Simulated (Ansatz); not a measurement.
`[SiH3]OB(S)S` + `[OH][Ga]([OH])[Cl]` → `[OH][Ga]([Cl])[O][SiH3]` + `OB(S)S`  (ligand exchange at the Si–O bond)

Isolated molecules relaxed with PBE0-D4/def2-TZVP in Ansatz; ΔE leaves out vibrations. CCSD(T)/CBS adds triple-zeta CCSD(T) − MP2 to the extrapolated MP2 energy (def2 sets, frozen cores). This one scheme is used for every species. Functionals use def2-TZVPP. B3LYP here is the variant with VWN-RPA as its local correlation; programs differ in this. For Ga outer-core shells are correlated without core-valence functions, which leaves a few kJ/mol of doubt a bond. Scalar relativity is left out up to krypton. One conformer a species, not always the lowest.

| level | ΔE (kcal/mol) | difference from CCSD(T)/CBS |
| --- | --- | --- |
| PBE-D4 | -1.7 | 0.4 |
| PBE0-D4 | -2.3 | -0.2 |
| B3LYP-D4 | -1.8 | 0.3 |
| ωB97X-V | -2.5 | -0.4 |
| ωB97M-V | -2.3 | -0.2 |
| B2PLYP | -2.3 | -0.2 |
| PBE | -2.0 | 0.1 |
| r2SCAN | -2.4 | -0.3 |
| PBE0 | -2.5 | -0.4 |
| B3LYP | -2.3 | -0.2 |
| HF/def2-TZVPP | -3.7 | -1.6 |
| SCS-MP2/def2-TZVPP | -2.6 | -0.5 |
| HF/def2-QZVPP | -3.7 | -1.6 |
| MP2/def2-QZVPP | -2.1 | 0.0 |
| HF/CBS(def2) | -3.7 | -1.6 |
| CCSD/CBS(def2) | -2.3 | -0.2 |
| CCSD(T)/CBS | -2.1 | 0 |

Largest T1 diagnostic among the species: 0.013.

In def2-TZVPP, CCSD(T) changes the Hartree–Fock value by +1.1 kcal/mol (the triples alone add +0.2 kcal/mol) and MP2 by +1.3 kcal/mol.
